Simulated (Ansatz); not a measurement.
System: LuF (charge 0, singlet). 
Coordinates optimised at B3LYP-D3(BJ)/def2-TZVP (Ansatz, a program for electronic structure):
```
Lu
F 1 1.9192
```

Dipole moments at this geometry, in debye (magnitudes).

```json
[
 {"level": "SVWN5/def2-TZVP", "program": "Ansatz", "dipole (D)": "___"},
 {"level": "PBE/def2-TZVP", "program": "Ansatz", "dipole (D)": "2.10"},
 {"level": "r2SCAN/def2-TZVP", "program": "Ansatz", "dipole (D)": "2.08"},
 {"level": "B97M-V/def2-TZVP", "program": "Ansatz", "dipole (D)": "2.25"},
 {"level": "r2SCANh/def2-TZVP", "program": "Ansatz", "dipole (D)": "2.13"},
 {"level": "HSE06/def2-TZVP", "program": "Ansatz", "dipole (D)": "2.18"},
 {"level": "CAM-B3LYP/def2-TZVP", "program": "Ansatz", "dipole (D)": "2.37"},
 {"level": "LC-wPBE/def2-TZVP", "program": "Ansatz", "dipole (D)": "2.08"},
 {"level": "wB97X-V/def2-TZVP", "program": "Ansatz", "dipole (D)": "___"}
]
```

**Question.** Some entries are withheld; supply them.

**Answer.** 
- SVWN5/def2-TZVP, dipole (D): 2.24
- wB97X-V/def2-TZVP, dipole (D): 2.17
